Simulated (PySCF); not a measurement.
SMILES [OH][In]([OH])[F] (H2FInO2), singlet (PBE0/def2-SVP optimised geometry):

```
6

In    -0.539     0.000     0.000
F      1.424     0.000     0.000
O     -1.424     1.767     0.000
H     -0.762     2.469    -0.002
O     -1.424    -1.767     0.000
H     -0.761    -2.469     0.001
```

Computed with PBE0/def2-TZVP, def2 effective core potentials past Kr (PySCF).

### Question
What are the frontier orbital energies and the dipole moment?

### Answer
HOMO-2 -9.71 eV, HOMO-1 -9.44 eV, HOMO -9.08 eV, LUMO -2.44 eV, LUMO+1 -0.84 eV; dipole moment 0.28 D.

On the same geometry PBE/def2-TZVP, def2 effective core potentials past Kr (PySCF) gives HOMO-2 -8.03 eV, HOMO-1 -7.71 eV, HOMO -7.37 eV, LUMO -3.36 eV, LUMO+1 -1.55 eV; dipole moment 0.20 D.
